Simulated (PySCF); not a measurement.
Working out the ionisation energy of Sb

Sb [Kr] 4d10 5s2 5p3 (4S) → Sb⁺ [Kr] 4d10 5s2 5p2 (3P). Calculation: PySCF 2.14, in def2-TZVPPD with the def2 core potential (28 electrons) (7s5p4d2f, 56 functions); scalar relativity through the core potential. Frozen: 4s2 4p6 4d10. Energies in hartree (1 hartree = 27.21139 eV):

```
            part   Sb (lower)  Sb⁺ (upper)
             UHF  -239.277337  -238.961988
CCSD correlation    -0.073126    -0.058952
             (T)    -0.002460    -0.001394
```

Q: What does Hartree-Fock give?

A: (-238.961988) − (-239.277337) = 0.315349 hartree = 8.581 eV.

Q: What do CCSD and CCSD(T) give?

A: The CCSD correlation energies differ by 0.014174 hartree = 0.386 eV and the triples by 0.001066 hartree = 0.029 eV, so CCSD gives 8.967 eV and CCSD(T) 8.996 eV.

Measured between the centres of the two terms (NIST): 9.124 eV, so CCSD(T) (valence) is off by -0.128 eV.

What remains against the reference includes basis incompleteness, the frozen core and higher excitations.
